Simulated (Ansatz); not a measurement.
Consider the redistribution: `CB[NH][AlH][CH3]` + `NB[S][GeH3]` → `[CH3][AlH][S][GeH3]` + `CBNBN`.

Program: Ansatz. Geometries: PBE0-D4/def2-TZVP. ΔE: electronic, gas phase. CCSD(T)/CBS is the MP2 limit (def2-TZVPP, def2-QZVPP) plus CCSD(T) − MP2 in def2-TZVPP, frozen cores. Functionals use def2-TZVPP. B3LYP here is the variant with VWN-RPA as its local correlation; programs differ in this. For Ge outer-core shells are correlated without core-valence functions, which leaves a few kJ/mol of doubt a bond. Scalar relativity is left out up to krypton. Each species was taken in one conformer, which may not be the lowest.

```
           level  ΔE (kcal/mol)  difference from CCSD(T)/CBS
       revPBE-D4          -12.9                          1.0
          B97M-V          -13.2                          0.7
        B3LYP-D4          -13.6                          0.3
      r2SCANh-D4          -13.8                          0.1
      r2SCAN0-D4          -14.2                         -0.3
    CAM-B3LYP-D4          -13.7                          0.2
            BLYP          -12.4                          1.5
          r2SCAN          -13.5                          0.4
           BHLYP          -14.2                         -0.3
       CAM-B3LYP          -13.4                          0.5
         LC-ωPBE          -13.4                          0.5
    MP2/def2-SVP          -13.6                          0.3
CCSD(T)/def2-SVP          -14.1                         -0.2
   HF/def2-TZVPP          -15.2                         -1.3
 CCSD/def2-TZVPP          -13.5                          0.4
  MP2/def2-QZVPP          -13.2                          0.7
     CCSD(T)/CBS          -13.9                            0
```

Largest T1 diagnostic among the species: 0.012.

From PBE to PBE0 (25 % exact exchange), in def2-TZVPP and without D4, ΔE moves by −0.8 kcal/mol. In def2-TZVPP, CCSD(T) changes the Hartree–Fock value by +2.0 kcal/mol (the triples alone add +0.3 kcal/mol) and MP2 by +2.4 kcal/mol.
